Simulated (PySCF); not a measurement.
O4Rh, SMILES [O]=[Rh+](=[O])(=[O])=[O], charge +1, multiplicity 1.

Geometry: B3LYP-D3(BJ)/def2-SVP. The spin state was assumed, not searched. The def2 effective core potentials stand for the cores of Rh; spin–orbit coupling is left out.

These are TDDFT-PBE/def2-SVPD run with PySCF values and carry that method's errors.

Vertical excitations; the highest root listed may be one member of a degenerate set. Isolated molecule, no solvent. State labels are in the subgroup D2.

```json
[
 {"state": "S1", "symmetry": "B3", "energy (eV)": "2.35", "λ (nm)": "527", "f": "0.000", "main pairs": "HOMO→LUMO (degenerate set)"},
 {"state": "S2", "symmetry": "B2", "energy (eV)": "2.35", "λ (nm)": "527", "f": "0.000", "main pairs": "HOMO−1→LUMO+1, HOMO−1→LUMO (degenerate set)"},
 {"state": "S3", "symmetry": "B1", "energy (eV)": "2.35", "λ (nm)": "527", "f": "0.000", "main pairs": "HOMO−2→LUMO+1, HOMO−2→LUMO (degenerate set)"},
 {"state": "S4", "symmetry": "B3", "energy (eV)": "2.80", "λ (nm)": "443", "f": "0.003", "main pairs": "HOMO→LUMO+1, HOMO−3→LUMO (degenerate set)"},
 {"state": "S5", "symmetry": "B2", "energy (eV)": "2.80", "λ (nm)": "443", "f": "0.003", "main pairs": "HOMO−1→LUMO, HOMO−1→LUMO+1, HOMO−4→LUMO+1 (degenerate set)"},
 {"state": "S6", "symmetry": "B1", "energy (eV)": "2.80", "λ (nm)": "443", "f": "0.003", "main pairs": "HOMO−2→LUMO, HOMO−2→LUMO+1, HOMO−5→LUMO+1 (degenerate set)"},
 {"state": "S7", "symmetry": "B2", "energy (eV)": "3.23", "λ (nm)": "384", "f": "0.000", "main pairs": "HOMO−4→LUMO, HOMO−4→LUMO+1 (degenerate set)"},
 {"state": "S8", "symmetry": "B3", "energy (eV)": "3.23", "λ (nm)": "384", "f": "0.000", "main pairs": "HOMO−3→LUMO+1 (degenerate set)"},
 {"state": "S9", "symmetry": "B1", "energy (eV)": "3.23", "λ (nm)": "384", "f": "0.000", "main pairs": "HOMO−5→LUMO, HOMO−5→LUMO+1 (degenerate set)"},
 {"state": "S10", "symmetry": "B1", "energy (eV)": "3.64", "λ (nm)": "341", "f": "0.004", "main pairs": "HOMO−5→LUMO+1 43 %, HOMO−5→LUMO 22 %, HOMO→LUMO+3 13 %, HOMO−1→LUMO+4 13 %"},
 {"state": "T1", "symmetry": "B2", "energy (eV)": "1.56", "λ (nm)": "795", "f": "0", "main pairs": "HOMO−1→LUMO, HOMO−1→LUMO+1 (degenerate set)"},
 {"state": "T2", "symmetry": "B1", "energy (eV)": "1.56", "λ (nm)": "795", "f": "0", "main pairs": "HOMO−2→LUMO, HOMO−2→LUMO+1 (degenerate set)"},
 {"state": "T3", "symmetry": "B3", "energy (eV)": "1.56", "λ (nm)": "795", "f": "0", "main pairs": "HOMO→LUMO+1 (degenerate set)"},
 {"state": "T4", "symmetry": "B1", "energy (eV)": "1.93", "λ (nm)": "642", "f": "0", "main pairs": "HOMO−2→LUMO+1 62 %, HOMO−2→LUMO 32 %"}
]
```
Triplets are in the Tamm–Dancoff approximation, which puts them higher than full response would, so one can lie above its singlet here.
